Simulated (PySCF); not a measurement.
WCl5, SMILES [Cl][W]([Cl])([Cl])([Cl])[Cl] (connectivity only; charge and spin as stated), neutral, multiplicity 2. Atoms are numbered in the order given.

```xyz
6

W      0.0000     0.0000    -0.0286
Cl     0.0000     0.0000    -2.2904
Cl     2.3368     0.0000     0.0142
Cl    -2.3368     0.0000     0.0142
Cl     0.0000    -1.9160     1.1934
Cl     0.0000     1.9160     1.1934
```
Charge 0, spin multiplicity 2.

Geometry optimised at PBE-D3(BJ)/def2-SVP. The multiplicity is an assumed one; other spin states were not compared. The isomer is the one that the SMILES or the coordinates give; other isomers of the formula were not compared. The def2 effective core potentials stand for the cores of W; spin–orbit coupling is left out.

Calculation: M06-2X/def2-TZVP (PySCF).

Isolated molecule, no solvent.

Question: Estimate the frontier levels, dipole moment and polarisability. (The exact figures need the calculation; the answer reports its results.)

Answer: 
```json
{
 "α spin, highest occupied and lowest empty level": "-8.79 and -4.04 eV",
 "β spin, highest occupied and lowest empty level": "-10.34 and -3.59 eV",
 "dipole_moment": "0.59 D",
 "quadrupole, principal values (traceless, Buckingham form, about the centre of nuclear charge)": "-9.24, 3.44, 5.80 D·Å",
 "mean_static_polarisability": "116.9 bohr³ (17.33 Å³)",
 "polarisability_principal_values": "105.2, 120.2, 125.4 bohr³",
 "⟨S²⟩": "0.758 (pure state 0.75)"
}
```
